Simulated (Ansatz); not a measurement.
Calculated with Ansatz (gas phase, PBE0-D4/def2-TZVP geometries, no zero-point term in ΔE). CCSD(T)/CBS is the MP2 limit (def2-TZVPP, def2-QZVPP) plus CCSD(T) − MP2 in def2-TZVPP, frozen cores. This one scheme is used for every species. DFT in def2-TZVPP. B3LYP here is the variant with VWN-RPA as its local correlation; programs differ in this. For Br outer-core shells are correlated without core-valence functions, which leaves a few kJ/mol of doubt a bond. Scalar relativity is left out up to krypton. Each species was taken in one conformer, which may not be the lowest.

`N#CCBr` + `FC[SiH3]` → `FC([SiH3])CBr` + `C#N`  (formal exchange of groups at a C–C bond)

```tsv
level	ΔE (kJ/mol)	difference from CCSD(T)/CBS
PBE-D4	4.9	10.7
r2SCAN-D4	1.1	6.9
PBE0-D4	4.1	9.9
B3LYP-D4	3.7	9.5
ωB97X-V	-0.4	5.4
ωB97M-V	-2.1	3.7
B2PLYP	4.1	9.9
PBE	8.9	14.7
r2SCAN	2.3	8.1
PBE0	7.7	13.5
B3LYP	10.0	15.8
HF/def2-TZVPP	7.2	13.0
MP2/def2-TZVPP	-2.4	3.4
SCS-MP2/def2-TZVPP	-0.1	5.7
CCSD/def2-TZVPP	-1.9	3.9
CCSD(T)/def2-TZVPP	-3.5	2.3
HF/def2-QZVPP	7.7	13.5
MP2/def2-QZVPP	-3.6	2.2
SCS-MP2/def2-QZVPP	-1.2	4.6
HF/CBS(def2)	7.8	13.6
MP2/CBS(def2)	-4.7	1.1
CCSD/CBS(def2)	-4.2	1.6
CCSD(T)/CBS	-5.8	0
```

Largest T1 diagnostic among the species: 0.014.

The D4 term adds −6.3 kJ/mol with B3LYP and −3.6 kJ/mol with PBE0; it sums over pairs of atoms, weighted by their polarisabilities, and B3LYP, whose exchange is more repulsive, gets the larger term. In def2-TZVPP, CCSD(T) changes the Hartree–Fock value by −10.7 kJ/mol (the triples alone add −1.6 kJ/mol) and MP2 by −9.7 kJ/mol.
